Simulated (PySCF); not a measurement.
FS, doublet, at a GFN2-xTB geometry, atoms displaced at random by about 0.03 Å a coordinate.

The PySCF input:
```python
from pyscf import gto, scf, dft

mol = gto.M(
    atom='''
S     0.01821335    0.02546775   -0.58215841
F    -0.02345541    0.02046351    1.04258431
''',
    basis='cc-pvdz',
    spin=1,
    verbose=4,
)

mf = dft.UKS(mol)
mf.xc = 'pbe0'
mf.kernel()
g = mf.nuc_grad_method()
grad = g.kernel()
```

### Question
What does this run give for the total energy, dipole moment, number of basis functions, Mulliken (on the basis functions themselves) charges in atom order?

### Answer

```yaml
total_energy: -497.7237 Eh
dipole_moment: 1.05 D
number_of_basis_functions: 32
Mulliken (on the basis functions themselves) charges in atom order: S1 0.27, F2 -0.27
```

These values belong to the state on which the SCF converged, which isn't shown to be the lowest.
